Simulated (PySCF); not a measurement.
Species: C₆H₅NO (charge -1 and doublet state).
Cartesian coordinates in Å at the GFN2-xTB level; atoms count from 1:
```
atom  x, y, z in Å
C1     3.644    0.833    0.361
C2     2.440    0.541    0.483
C3     1.186    0.074    0.234
N4     0.116    0.774   -0.218
C5    -0.913   -0.102   -0.198
C6    -2.290    0.283   -0.639
C7    -0.509   -1.321    0.262
O8     0.843   -1.268    0.562
H9     4.408    1.287    0.959
H10   -2.276    0.626   -1.674
H11   -2.674    1.098   -0.023
H12   -2.962   -0.572   -0.556
H13   -1.017   -2.253    0.430
```

The hyperfine couplings belong to this conformer and change with its torsions.

The species is `[H]/[C-]=[C]/c1nc(C)co1` [radical] (charge -1).

Method: UKS B3LYP, pcH-1 on C H N O, non-relativistic, mean-field spin-orbit, GIAO in PySCF 2.14.0. Whether the extra electron is bound in the gas phase wasn't checked; a finite basis holds it in any case. A GFN2-xTB geometry isn't a minimum of the functional, and hyperfine couplings can be far from their values at a DFT geometry, by a factor of two or more for some ions and for spin on atoms past the first row. The frame is twisted about the C2–C3 bond at this geometry (dihedral C1–C2–C3–O8 = 89°); couplings at other torsion angles weren't computed. Stability of the SCF solution: not tested.

(1) The isotropic 13C couplings are +133.5, -17.5, +15.4, -15.3, +7.3, +1.3 MHz. Assign them to C1; C2; C3; C5; C6; C7.

(2) The isotropic 1H couplings, averaged over equivalent nuclei, are +74.1, -15.0, -5.3 MHz. Assign them to H9; H10/H11/H12; H13.

Answers

(1) 
| site | a_iso (MHz) | ρ(0) (bohr⁻³) | position | distance from C1 (Å) | spin population | largest \|T\| (MHz) |
| --- | --- | --- | --- | --- | --- | --- |
| C1 | +133.5 | +0.1188 | largest spin population | 0.00 | +0.39 | 54.5 |
| C2 | -15.3 | -0.0136 | 1 bond from C1 | 1.25 | +0.05 | 22.8 |
| C3 | +7.3 | +0.0065 | 2 bonds from C1 | 2.58 | +0.16 | 31.4 |
| C5 | -17.5 | -0.0155 | 4 bonds from C1 | 4.69 | -0.09 | 13.3 |
| C6 | +1.3 | +0.0012 | 5 bonds from C1 | 6.04 | +0.01 | 0.4 |
| C7 | +15.4 | +0.0137 | 4 bonds from C1 | 4.68 | +0.20 | 31.9 |

(2) 
| site | a_iso (MHz) | ρ(0) (bohr⁻³) | position | distance from C1 (Å) | bound to | spin population there | largest \|T\| (MHz) |
| --- | --- | --- | --- | --- | --- | --- | --- |
| H9 | +74.1 | +0.0166 | 1 bond from C1 | 1.07 | C1 | +0.39 | 14.1 |
| H10/H11/H12 | -5.3 | -0.0012 | 6 bonds from C1 | 6.47 | C6 | +0.01 | 1.6 |
| H13 | -15.0 | -0.0034 | 5 bonds from C1, on C7 of spin population +0.20 | 5.59 | C7 | +0.20 | 8.9 |

ρ(0) is the spin density at the nucleus and T the dipolar tensor; entries for several nuclei are means. The largest Mulliken spin populations are on C1 (+0.39), C7 (+0.20), N4 (+0.18) and C3 (+0.16). Four atoms exceed +0.15. The positive populations add up to 1.11 and the negative ones to -0.11, together 2S = 1.

Means are taken over nuclei equivalent by connectivity, which assumes that they swap fast. The three 1H nuclei of mean -5.3 MHz run from -7.6 to -1.0 MHz in the frozen geometry.

C2, the radical centre as drawn in `[H]/[C-]=[C]/c1nc(C)co1`, holds a spin population of +0.05 out of 1.

Time: 56 s of wall time (grids of density and orbitals included); peak memory 0.90 GiB. Hardware: one thread, Arm Neoverse V2 (aarch64), no GPU, shared host.
